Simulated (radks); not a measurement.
The numbers below are computed, except where a source is named.
The bromine anion Br-, [Kr], held by a Watson sphere: a shell of charge +1 at radius R that stands for the Madelung well of a crystal (potential energy -1/R inside, -1/r outside, in hartree with lengths in bohr). Level of theory: scalar-relativistic Kohn-Sham, PBE, spin-polarised, spherical densities, finite nucleus; Fermi nuclear charge, rms radius of each element as measured or else 0.836 A^(1/3) + 0.57 fm (a radial shooting solver on a logarithmic mesh with Libxc functionals). Response by self-consistent Sternheimer equations with the Hartree and adiabatic LDA kernel, the relativistic mass of each level held fixed and spin-orbit coupling left out. The sphere does not respond.

| R (bohr) | e(3d) (eV) | e(4s) (eV) | e(4p) (eV) | <r> 4p (bohr) | sum of <r^2> (bohr^2) | X-ray form factor at sin(theta)/lambda = 0.3 1/angstrom | alpha (bohr^3) |
|---|---|---|---|---|---|---|---|
| 2.1 | -65.688 | -20.541 | -8.498 | 2.108 | 45.45 | 23.798 | 23.58 |
| 2.61 | -65.185 | -19.667 | -7.856 | 2.171 | 47.64 | 23.786 | 27.58 |
| 2.81 | -64.997 | -19.352 | -7.587 | 2.191 | 48.39 | 23.788 | 29.31 |
| 3.54 | -64.268 | -18.330 | -6.628 | 2.248 | 50.62 | 23.800 | 35.82 |
| 4.85 | -63.028 | -16.923 | -5.215 | 2.300 | 52.94 | 23.810 | 46.39 |
